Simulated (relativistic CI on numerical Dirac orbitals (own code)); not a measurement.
Radial Dirac CI calculation of Mo II.

Command:

```sh
python run_levels.py task.json out
```

Input:

```
atom Mo  Z=42  charge=1  electrons=41
nucleus A=98  rms_radius_fm=5.7318
hamiltonian dirac-coulomb  breit=on  qed=off  c_scale=1
orbitals kli  potential=per-configuration
slater_scale 1
correlation none
mixing on
grid step=0.0125 r_max=100.6
scf mixing=0.4 start=green max_iterations=150 tolerance=2e-08 node_fill=0.05
configurations
  [Kr] 4d5
  [Kr] 4d4 5s
  [Kr] 4d3 5s2
end
```

Output:

```
SCF 1: [Kr] 4d5
 iter      energy (Ha)   residual   last orbital (Ha)
    1     -4039.329640   1.55e+00     -1.00262
    2     -4046.284680   4.46e-01     -0.54135
    3     -4046.835676   1.37e-01     -0.50851
    4     -4046.880227   2.47e-02     -0.55892
    5     -4046.881225   1.52e-02     -0.54640
    6     -4046.881035   7.66e-04     -0.53914
    7     -4046.881113   1.24e-04     -0.53991
    8     -4046.881114   3.75e-05     -0.53983
    9     -4046.881112   2.96e-06     -0.53979
   10     -4046.881112   1.92e-06     -0.53979
   11     -4046.881112   8.60e-09     -0.53979
SCF 2: [Kr] 4d4 5s
 iter      energy (Ha)   residual   last orbital (Ha)
    1     -4039.995653   1.49e+00     -0.63259
    2     -4046.223307   4.56e-01     -0.50652
    3     -4046.810549   1.34e-01     -0.48820
    4     -4046.854036   2.32e-02     -0.49603
    5     -4046.854064   1.67e-02     -0.49131
    6     -4046.854085   1.45e-03     -0.48592
    7     -4046.854017   2.55e-04     -0.48544
    8     -4046.854037   7.05e-05     -0.48532
    9     -4046.854033   6.57e-06     -0.48528
   10     -4046.854033   2.87e-06     -0.48528
   11     -4046.854033   9.70e-08     -0.48528
   12     -4046.854033   2.13e-08     -0.48528
   13     -4046.854033   3.10e-10     -0.48528
SCF 3: [Kr] 4d3 5s2
 iter      energy (Ha)   residual   last orbital (Ha)
    1     -4040.484473   1.40e+00     -0.63259
    2     -4046.089480   4.63e-01     -0.52673
    3     -4046.714230   1.24e-01     -0.51152
    4     -4046.750539   2.21e-02     -0.52255
    5     -4046.749621   1.22e-02     -0.51423
    6     -4046.750481   5.59e-04     -0.51495
    7     -4046.750496   9.30e-05     -0.51487
    8     -4046.750507   3.74e-05     -0.51486
    9     -4046.750505   5.59e-06     -0.51485
   10     -4046.750505   2.51e-07     -0.51485
   11     -4046.750505   1.65e-08     -0.51485
orbital energies (Ha): 3p3/2 -14.2056  3d3/2 -8.6570  3d5/2 -8.5354  4s -2.7564  4p1/2 -1.8746  4p3/2 -1.7863  4d3/2 -0.5475  4d5/2 -0.5398
configuration averages (Ha): Dirac-Coulomb, Breit, QED
  4d5                          -4046.881112    2.423682    0.000000
  4d4 5s                       -4046.854033    2.424194    0.000000
  4d3 5s2                      -4046.750505    2.424770    0.000000
levels: no., configuration, term, J, E (cm-1), weight
   1 4d5                    6S   5/2              0.0  1.00
   2 4d4 5s                 6D   1/2          11122.5  0.99
   3 4d4 5s                 6D   3/2          11338.4  0.99
   4 4d4 5s                 6D   5/2          11680.2  1.00
   5 4d4 5s                 6D   7/2          12128.8  1.00
   6 4d4 5s                 6D   9/2          12667.4  1.00
   7 4d5                    4G   5/2          18949.5  0.91
   8 4d5                    4G   7/2          19045.1  0.92
   9 4d5                    4G   9/2          19129.5  0.93
  10 4d5                    4G   11/2         19176.1  0.93
  11 4d5                    4P   3/2          19230.6  0.57
  12 4d5                    4P   1/2          19242.8  0.64
  13 4d5                    4P   5/2          19387.9  0.56
  14 4d5                    4D   1/2          20336.4  0.56
lowest total energy -4044.612676 Ha
end: converged
```

Against the reference input this run has: nuclear radius 5.7318 fm, QED terms off. The reference run ends at -4043.028355 Ha with Breit and QED terms. With a changed speed of light or nuclear radius the levels are not those of the real ion, and the QED model is not rescaled.

With so few configurations and no correlation, terms lie too far apart (by 10 to 50 % or more near neutrality), their order can be wrong, and levels of other configurations are missing. Terms and fine structure of an open d or f shell near neutrality can be off by tens of per cent either way.
